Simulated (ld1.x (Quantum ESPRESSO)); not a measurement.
Reading a pseudo-wave (Mn (Z = 25))

Columns: radius, all-electron u(r) and pseudo u(r) of the 4p shell (level -13.98 eV) of manganese in the configuration [Ne] 3s2 3p6 3d5 4s0 4p0; PW91, non-relativistic, PAW scheme, ld1.x (Quantum ESPRESSO) 7.5.

```tsv
r (bohr)	all-electron	pseudo
0.138	0.1666	-0.0684
0.275	0.0468	-0.2384
0.413	-0.1489	-0.4296
0.550	-0.2630	-0.5511
0.688	-0.2815	-0.5534
0.825	-0.2309	-0.4421
0.963	-0.1403	-0.2651
1.100	-0.0332	-0.0841
1.238	0.0780	0.0670
1.375	0.1836	0.1831
1.513	0.2804	0.2804
1.650	0.3647	0.3647
1.788	0.4370	0.4370
1.925	0.4960	0.4960
2.062	0.5430	0.5430
2.200	0.5790	0.5790
2.338	0.6048	0.6048
2.475	0.6213	0.6213
2.613	0.6299	0.6299
2.750	0.6317	0.6317
2.888	0.6276	0.6276
3.025	0.6186	0.6186
3.162	0.6054	0.6054
3.300	0.5885	0.5885
3.438	0.5684	0.5684
3.575	0.5459	0.5459
```

Q: How many radial nodes do the two functions have?

A: The all-electron 4p function has n − l − 1 = 2; the pseudo-wave has 1, since 1 lower shell of the same l stays in the valence.

Q: At about which radius was the pseudo-wave matched?

A: 1.50 bohr, where the columns begin to agree (steps of 0.14 bohr).

Q: Is the pseudo-wave norm-conserving?

A: No, it belongs to a PAW set: the norm inside the radius is not constrained, and the difference is carried by the augmentation charge.
